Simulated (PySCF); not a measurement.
# Electric field gradients and quadrupole coupling constants

Compound: C₅H₆F₃PS.
Cartesian coordinates in Å at the GFN2-xTB level; atoms count from 1:
```
atom  x, y, z in Å
C1    -2.5729   -0.3326   -0.1679
C2    -1.2704   -0.7634    0.5003
C3    -0.1792    0.1692    0.1923
C4     0.1098    1.2805   -0.5006
P5     1.4869    0.7898    0.5522
S6     2.2848    1.6107    2.1092
C7     2.6594   -0.1854   -0.5886
F8     3.3472   -1.0962    0.0979
F9     3.5344    0.6321   -1.1745
F10    1.9961   -0.8259   -1.5549
H11   -3.3616   -1.0434    0.0637
H12   -2.8738    0.6505    0.1856
H13   -2.4485   -0.2916   -1.2469
H14   -0.9819   -1.7650    0.1671
H15   -1.3908   -0.8120    1.5871
H16   -0.3471    1.9917   -1.1563
```

Field gradients from the PBE0/pcSseg-1 density (PySCF, non-relativistic), principal values in atomic units, ordered |Vxx| ≤ |Vyy| ≤ |Vzz|:

```json
{"atom": "S6", "Vxx": "-1.1483", "Vyy": "-1.2943", "Vzz": "2.4426"}
```

Q: Find the asymmetry η = (Vxx − Vyy)/Vzz and the couplings χ = eQV/h (234.96 MHz × Q in barn × V in au), with Q(33S) = −0.0678 b.

A: 
```csv
atom,environment,nucleus,η,χzz (MHz),χxx (MHz),χyy (MHz)
S6,sulfur bonded to P,33S,0.06,-38.91,18.29,20.62
```

The tensor is traceless: Vxx + Vyy + Vzz = 0.

Q: What is Vzz at S6 in SI units (1 au = 9.71736 × 10²¹ V/m²)?

A: 2.4426 au = 23.736 × 10²¹ V/m².

Q: And the gradient at the other heavy atoms, for which no coupling is worked out here?

A: 
```csv
atom,environment,Vzz (au),η
C1,methyl carbon,0.097,0.04
C2,allylic carbon,0.121,0.22
C3,fully substituted alkene carbon,0.366,0.77
C4,alkene CH carbon,0.297,0.88
P5,phosphorus bonded to 3 C and S,0.503,0.37
C7,CF3 carbon,-0.401,0.04
F8,fluorine of a CF3 group,2.903,0.03
F9,fluorine of a CF3 group,2.904,0.02
F10,fluorine of a CF3 group,2.870,0.01
```

Q: What couplings would deuterons (Q(2H) = 0.00286 b) have in place of the hydrogens, at this geometry?

A: 
```tsv
atom	bonded to	bond length (Å)	Vzz (au)	η	χzz (kHz)
H11	C1	1.087	0.3156	0.02	212
H12	C1	1.087	0.3129	0.02	210
H13	C1	1.087	0.3137	0.03	211
H14	C2	1.094	0.2974	0.03	200
H15	C2	1.094	0.2963	0.03	199
H16	C4	1.070	0.3522	0.01	237
```

Isolated species at its GFN2-xTB geometry (one conformer only). GFN2-xTB bond lengths can be off by several hundredths of an ångström, more for odd bonds, and the gradients follow them. The small basis limits the accuracy of the gradients.
